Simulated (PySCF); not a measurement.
PySCF input:

```python
from pyscf import gto, scf, dft

mol = gto.M(
    atom='''
    N     0.89819675   -0.79076357   -0.08377368
    C    -0.28056431   -0.22367917    0.05090285
    O    -0.63522249    0.98571426    0.03683495
    H     1.57052150   -0.02489384   -0.21783311
    H    -1.09273298   -0.98340020    0.20415215
    ''',
    basis='def2-tzvpd',
    charge=-1,
    spin=0,
    verbose=4,
)

mf = dft.RKS(mol, xc='m06l').density_fit(auxbasis='def2-universal-jkfit')
mf.grids.level = 4
mf.conv_tol = 1e-9
mf.max_cycle = 100
mf.max_memory = 1500
mf.kernel()
if not mf.converged:
    mf = mf.newton()
    mf.kernel(mf.make_rdm1())
mf.analyze()
```

Question: Which total energy does the run end on?

Answer: -169.34930 Eh (M06-L/def2-TZVPD).
